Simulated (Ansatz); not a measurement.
`C[SiH2]C(N)=O` and `NC(=O)[SiH2]F` differ in one atom or group.

Ansatz, PBE0-D4/def2-TZVP geometries, multiplicity 1. Each molecule was computed in one conformer, which needn't be the lowest.

```
                                                                                  property  `C[SiH2]C(N)=O`
ideal-gas entropy at 298 K and 1 bar (rigid rotor, harmonic PBE0-D4/def2-TZVP) / J/(mol·K)              352
                                                         HOMO energy (PBE/def2-TZVPP) / eV            -5.47
                                                      HOMO–LUMO gap (PBE0/def2-TZVPP) / eV             6.77
                                                        HOMO energy (PBE0/def2-TZVPP) / eV            -6.94
                                            size of the dipole moment (PBE/def2-TZVPP) / D             2.88
                                                       LUMO energy (B3LYP/def2-TZVPP) / eV            -0.41
```

(1) What does the change do to each property? (Best estimate.)

Answers

(1) Ansatz gave: 
```tsv
property	`NC(=O)[SiH2]F`	shift
ideal-gas entropy at 298 K and 1 bar (rigid rotor, harmonic PBE0-D4/def2-TZVP) / J/(mol·K)	332	-20
HOMO energy (PBE/def2-TZVPP) / eV	-5.84	-0.37
HOMO–LUMO gap (PBE0/def2-TZVPP) / eV	6.91	0.14
HOMO energy (PBE0/def2-TZVPP) / eV	-7.35	-0.41
size of the dipole moment (PBE/def2-TZVPP) / D	2.53	-0.35
LUMO energy (B3LYP/def2-TZVPP) / eV	-0.68	-0.27
```

With PBE0 the HOMO falls by 0.41 eV and the LUMO falls by 0.27 eV, so the gap widens by about 0.14 eV. PBE moves the HOMO by -0.37 eV and ωB97M-V by -0.42 eV. The zero-point energy changes by -88.1 kJ/mol with -9 modes. Dipoles are sizes alone; their direction can turn. Modes under 60 cm⁻¹, often nearly free rotors, make the harmonic entropy too high.

B3LYP here is the variant with VWN-RPA as its local correlation; programs differ in this.
